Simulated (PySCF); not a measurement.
lanthanum atom (La), doublet (core potentials on La); SA2-CASSCF(3,3)/def2-SVP in PySCF.

The PySCF input:
```python
from pyscf import gto, scf, mcscf
import numpy

mol = gto.Mole()
mol.atom = '''
    La    0.00000000    0.00000000    0.00000000
'''
mol.basis = 'def2-svp'
mol.ecp = {'La': 'def2-svp'}
mol.spin = 1
mol.verbose = 4
mol.build()

mf = scf.ROHF(mol)
mf.kernel()
mc = mcscf.CASSCF(mf, 3, 3)
mc.fix_spin_(ss=0.75)
mc = mc.state_average_([0.5, 0.5])
mc.kernel()
```

What the program printed (banner, timings and long lists left out):

```
PySCF version 2.14.0

[INPUT] verbose = 4
[INPUT] num. atoms = 1
[INPUT] num. electrons = 11
[INPUT] charge = 0
[INPUT] spin (= nelec alpha-beta = 2S) = 1
[INPUT] symmetry False subgroup None
[INPUT] Mole.unit = angstrom
[INPUT] Symbol           X                Y                Z      unit          X                Y                Z       unit  Magmom
[...]
nuclear repulsion = 0
number of shells = 12
number of NR pGTOs = 57
number of NR cGTOs = 32
basis = def2-svp
ecp = {'La': 'def2-svp'}

******** <class 'pyscf.scf.rohf.ROHF'> ********
method = ROHF
initial guess = minao
damping factor = 0
level_shift factor = 0
DIIS = <class 'pyscf.scf.diis.CDIIS'>
diis_start_cycle = 1
diis_space = 8
diis_damp = 0
SCF conv_tol = 1e-09
SCF conv_tol_grad = None
SCF max_cycles = 50
direct_scf = True
direct_scf_tol = 1e-13
num. doubly occ = 5  num. singly occ = 1
Set gradient conv threshold to 3.16228e-05
init E= -27.7595649694177

WARN: HOMO -0.231486147396784 >= LUMO -0.231486147396783

cycle= 1 E= -31.0439160977897  delta_E= -3.28  |g|= 0.364  |ddm|= 6.64
[...]
cycle= 2 E= -31.0701704412288  delta_E= -0.0263  |g|= 0.0402  |ddm|= 1.28
[...]
cycle= 3 E= -31.0717374426126  delta_E= -0.00157  |g|= 0.0117  |ddm|= 0.215
[...]
cycle= 4 E= -31.0720000564468  delta_E= -0.000263  |g|= 0.00579  |ddm|=  0.1
[...]
cycle= 5 E= -31.0721522211666  delta_E= -0.000152  |g|= 0.00302  |ddm|= 0.0848
[...]
cycle= 6 E= -31.0722206541238  delta_E= -6.84e-05  |g|= 0.00133  |ddm|= 0.0361
[...]
cycle= 7 E= -31.0722420098649  delta_E= -2.14e-05  |g|= 0.000757  |ddm|= 0.0232
[...]
cycle= 8 E= -31.072246808428  delta_E= -4.8e-06  |g|= 0.000775  |ddm|= 0.00488
[...]
cycle= 9 E= -31.0722159000407  delta_E= 3.09e-05  |g|= 0.000563  |ddm|= 0.0365
[...]
cycle= 10 E= -31.0721922032729  delta_E= 2.37e-05  |g|= 0.000414  |ddm|= 0.0667
[...]
cycle= 11 E= -31.072192549868  delta_E= -3.47e-07  |g|= 0.000245  |ddm|= 0.00299
[...]
cycle= 12 E= -31.0721925247913  delta_E= 2.51e-08  |g|= 3.46e-05  |ddm|= 0.00511
[...]
cycle= 13 E= -31.0721925242062  delta_E= 5.85e-10  |g|= 2.24e-05  |ddm|= 0.00081
[...]
Extra cycle  E= -31.0721925251538  delta_E= -9.48e-10  |g|= 9.52e-06  |ddm|= 0.0001
converged SCF energy = -31.0721925251538

******** <class 'pyscf.mcscf.addons.StateAverageCASSCF'> ********
CAS (2e+1e, 3o), ncore = 4, nvir = 25
max_cycle_macro = 50
max_cycle_micro = 4
conv_tol = 1e-07
conv_tol_grad = None
orbital rotation max_stepsize = 0.02
orbital rotation threshold for CI restart = 0.01
augmented hessian ah_max_cycle = 30
augmented hessian ah_conv_tol = 1e-12
augmented hessian ah_linear dependence = 1e-14
augmented hessian ah_level shift = 1e-08
augmented hessian ah_start_tol = 2.5
augmented hessian ah_start_cycle = 3
augmented hessian ah_grad_trust_region = 3
kf_trust_region = 3
kf_interval = 4
ci_response_space = 4
ci_grad_trust_region = 3
with_dep4 0
natorb = False
canonicalization = True
sorting_mo_energy = False
ao2mo_level = 2
internal_rotation = False
******** <class 'pyscf.mcscf.addons.StateAverageSpinPenaltyFCISolver'> ********
max. cycles = 50
conv_tol = 1e-08
davidson only = True
linear dependence = 1e-12
level shift = 0.001
max iter space = 12
nroots = 2
pspace_size = 400
spin = None
State-average over 2 states with weights [0.5, 0.5]
CASCI E = -31.0466206801257  S^2 = 0.7500000
Set conv_tol_grad to 0.000316228
macro iter   1 ( 14 JK    4 micro), CASSCF E = -31.0508213562003  dE = -4.20067607e-03  S^2 = 0.7500000
               |grad[o]|=0.0308  |ddm|=0.0315  |maxRot[o]|= 0.16
macro iter   2 (  7 JK    3 micro), CASSCF E = -31.0508438856577  dE = -2.25294575e-05  S^2 = 0.7500000
               |grad[o]|=0.00244  |ddm|=0.000624  |maxRot[o]|=0.00949
macro iter   3 (  1 JK    1 micro), CASSCF E = -31.0508438861641  dE = -5.06396702e-10  S^2 = 0.7500000
               |grad[o]|=2.82e-05  |ddm|=1.37e-07  |maxRot[o]|=    0
1-step CASSCF converged in   3 macro ( 22 JK   8 micro) steps
CASSCF canonicalization
Density matrix diagonal elements [1.4521135 1.        0.5478865]
CASSCF energy = -31.0508438861641
CASCI E = -31.0508438861641  E(CI) = -1.19938056087464  S^2 = 0.7500000
CASCI state-averaged energy = -31.0508438861641
CASCI energy for each state
  State 0 weight 0.5  E = -31.0777130686843 S^2 = 0.7500000
  State 1 weight 0.5  E = -31.023974703644 S^2 = 0.7500000
```
